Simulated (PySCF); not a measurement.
**Two-component Hartree-Fock for Bi⁵⁹⁺ (bismuth, charge +59)**

Start: [Ar] 3d6; 3d3/2 filled at m_j = -3/2, -1/2, +1/2, +3/2; 3d5/2 filled at m_j = +3/2, +5/2. Calculated with PySCF 2.14 in an uncontracted even-tempered set (15 s from 18 bohr⁻², ratio 2.8; 13 p from 24 bohr⁻², ratio 2.8; 8 d from 24 bohr⁻², ratio 2.8; 3 f from 80 bohr⁻², ratio 3): generalised Hartree-Fock with the X2C-1e Hamiltonian and a Gaussian nucleus; one run each with spin-orbit coupling (SO) switched off, then screened by Boettger's factors.

```json
{"spinor shell": "1s1/2", "electrons": "2", "ε, spin-free (eV)": "-95043.7", "ε, screened SO (eV)": "-94996.8", "weight of nominal j (screened SO)": "1.000", "rms radius, screened SO (bohr)": "0.0178"}
{"spinor shell": "2s1/2", "electrons": "2", "ε, spin-free (eV)": "-20404.3", "ε, screened SO (eV)": "-20386.7", "weight of nominal j (screened SO)": "1.000", "rms radius, screened SO (bohr)": "0.0715"}
{"spinor shell": "2p1/2", "electrons": "2", "ε, spin-free (eV)": "-18049.1", "ε, screened SO (eV)": "-19751.9", "weight of nominal j (screened SO)": "1.000", "rms radius, screened SO (bohr)": "0.0603"}
{"spinor shell": "2p3/2", "electrons": "4", "ε, spin-free (eV)": "-18049.1", "ε, screened SO (eV)": "-17389.4", "weight of nominal j (screened SO)": "1.000", "rms radius, screened SO (bohr)": "0.0685"}
{"spinor shell": "3s1/2", "electrons": "2", "ε, spin-free (eV)": "-7577.3", "ε, screened SO (eV)": "-7571.8", "weight of nominal j (screened SO)": "1.000", "rms radius, screened SO (bohr)": "0.177"}
{"spinor shell": "3p1/2", "electrons": "2", "ε, spin-free (eV)": "-6879.7", "ε, screened SO (eV)": "-7313.4", "weight of nominal j (screened SO)": "1.000", "rms radius, screened SO (bohr)": "0.169"}
{"spinor shell": "3p3/2", "electrons": "4", "ε, spin-free (eV)": "-6879.7", "ε, screened SO (eV)": "-6707.2", "weight of nominal j (screened SO)": "1.000", "rms radius, screened SO (bohr)": "0.184"}
{"spinor shell": "3d3/2", "electrons": "4", "ε, spin-free (eV)": "-6274.9", "ε, screened SO (eV)": "-6338.8", "weight of nominal j (screened SO)": "0.996", "rms radius, screened SO (bohr)": "0.158"}
{"spinor shell": "3d5/2", "electrons": "2", "ε, spin-free (eV)": "-6274.9", "ε, screened SO (eV)": "-6214.3", "weight of nominal j (screened SO)": "0.996", "rms radius, screened SO (bohr)": "0.161"}
```

```
   quantity     spin-free   screened SO
E (hartree)  -18233.68466  -18279.70433
        M_J             4             4
       ⟨J²⟩        20.000        20.003
       ⟨L²⟩         6.000        13.472
       ⟨S²⟩         6.000         2.775
```

Each row is a mean over spinors that exchange with the open shell spreads, by up to 44.549 eV (3p3/2).

Breit and QED terms are absent; they matter most for the inner s and p1/2 levels.

Densities and radii are taken from the X2C orbitals without a picture-change correction, which distorts them close to the nucleus.

Without spin-orbit coupling the j labels of p, d and f shells carry no meaning; the spin-free column gives the mean over the occupied spinors of each nl shell.
